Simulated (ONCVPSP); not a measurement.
**What the settings do to the ONCV potential of zirconium**

Base potential:

| Quantity | Value |
| --- | --- |
| Element | Zr (Z = 40) |
| Generator | ONCVPSP 4.0.1 |
| Type | optimised norm-conserving Vanderbilt (ONCV) |
| Functional | LDA (Perdew-Zunger) |
| Relativity | scalar-relativistic |
| Frozen core | [Ar] 3d10 |
| Valence charge | 12 |
| Reference configuration | 4s2 4p6 4d2 5s2 |
| Partial waves | 4s+5s: rc 2.35 bohr, ncon 4, nbas 7, qcut 4.2 1/bohr, 2 projectors; 4p: rc 1.50 bohr, ncon 4, nbas 7, qcut 5.9 1/bohr, 3 projectors, debl 0.4 Ha; 4d: rc 2.90 bohr, ncon 5, nbas 10, qcut 5.1 1/bohr, 2 projectors, debl 3.1 Ha; f scattering state at 0.12 Ha: rc 3.00 bohr, ncon 5, nbas 8, qcut 3.7 1/bohr, 1 projector |
| Local potential | polynomial inside 1.00 bohr (lpopt 1, dvloc0 0 Ha) |
| Core correction | polynomial model core, fcfact 0.7 |

In the p channel the program set the typed energies aside and used -1.194, 0.250, 0.650 Ha.

Cutoffs, loose and tight: the cutoffs (Ha) at which the residual kinetic energy of the hardest occupied pseudo-wave falls to 1 and 0.1 mHa per electron. They do not see the model core or the augmentation charge, which bear on the density cutoff. Test errors are all-electron minus pseudo excitation energies from the reference, over the configurations 4s2 4p6 4d2 5s1; 4s2 4p6 4d2 5s0; 4s2 4p6 4d1 5s0; 4s2 4p6 4d2 5s1.5. A dash means not determined; rows that change the core or the reference have their own tests.

A true bound ghost makes a file unfit for plane-wave use even where its test errors are small: the radial tests pick states by their node count and pass the ghost by.

| change | outcome | cutoff, loose | cutoff, tight | bound ghosts | GHOST(+) flags above zero | largest test error (meV) |
| --- | --- | --- | --- | --- | --- | --- |
| base | generated, projector energies reset by the program | 20 Ha | 59 Ha | none | s, p, f | +16 |
| f: qcut 4.4 | generated, projector energies reset by the program | 20 Ha | 59 Ha | none | s, p, f | +16 |
| local potential polynomial inside 1.00 bohr (lpopt 1, dvloc0 7.5 Ha) | generated, projector energies reset by the program | 20 Ha | 59 Ha | none | p, f | +16 |
| core [Kr], valence charge 4; reference 4d2 5s1 5p1; waves now 5s: rc 2.75 bohr, ncon 4, nbas 9, qcut 2 1/bohr, 2 projectors, debl 1.2 Ha; 5p: rc 3.95 bohr, ncon 4, nbas 8, qcut 2.2 1/bohr, 1 projector; 4d: rc 1.75 bohr, ncon 4, nbas 8, qcut 4.8 1/bohr, 2 projectors, debl 1.1 Ha; f scattering state at 0.21 Ha: rc 3.40 bohr, ncon 4, nbas 7, qcut 2.8 1/bohr, 2 projectors, debl 1.9 Ha; local potential polynomial inside 1.25 bohr (lpopt 3, dvloc0 0 Ha) | generated | 23 Ha | 70 Ha | s, p, d, f | d | -68 over the solved tests; 1 of 4 tests not solved or not reliable |
| core correction polynomial model core, fcfact 0.76 | generated, projector energies reset by the program | 20 Ha | 59 Ha | none | s, p, f | +16 |
| reference 4s2 4p6 4d2 5s1 | generated, projector energies reset by the program | 20 Ha | 59 Ha | none | s, p, f | +31 |

Task: What comes out with this change to the base: d: nproj 3?

Result: outcome: generated, projector energies reset by the program; cutoff, loose: 20 Ha; cutoff, tight: 59 Ha; bound ghosts: none; GHOST(+) flags above zero: s, p, f; largest test error (meV): +20.

Task: What comes out with this change to the base: p: qcut 8.4?

Result: outcome: generated, projector energies reset by the program; cutoff, loose: 25 Ha; cutoff, tight: 30 Ha; bound ghosts: none; GHOST(+) flags above zero: s, f; largest test error (meV): -15.
